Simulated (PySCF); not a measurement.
Conformational energy of SMILES Cc1ccccc1C(=O)O, singlet. Scanned: dihedral C2–C7–C8–O9; all other coordinates were relaxed at GFN2-xTB. Points at φ and −φ are mirror images. Heavy atoms are numbered in the order of the SMILES Cc1ccccc1C(=O)O, hydrogens after them in the order of the atoms that carry them; the mirror image has the same energies with the sign of each dihedral reversed. Each profile is relative to its own lowest point.

```
φ / °     A     B     C
-----  ----  ----  ----
-150    7.7  10.6  13.4
-120   17.7  25.4  31.4
-90    24.8  36.8  44.7
-60    16.5  23.6  30.0
-30     4.1   6.5   8.6
0       0.0   0.0   0.0
30      4.1   6.5   8.6
60     16.5  23.6  30.0
90     24.8  36.8  44.7
120    17.7  25.4  31.4
150     7.7  10.6  13.4
180     4.5   4.5   6.1
```

Energies in kJ/mol.

Problem. Assign the columns to these levels of theory: restricted Hartree-Fock/3-21G, density fitting // GFN2-xTB run with PySCF; restricted B3LYP/6-31G*, spherical d, density fitting // GFN2-xTB in PySCF; restricted MP2 (frozen core)/3-21G // GFN2-xTB in PySCF.

Solution. A is RKS-B3LYP/6-31G*; B is RMP2/3-21G; C is RHF/3-21G.
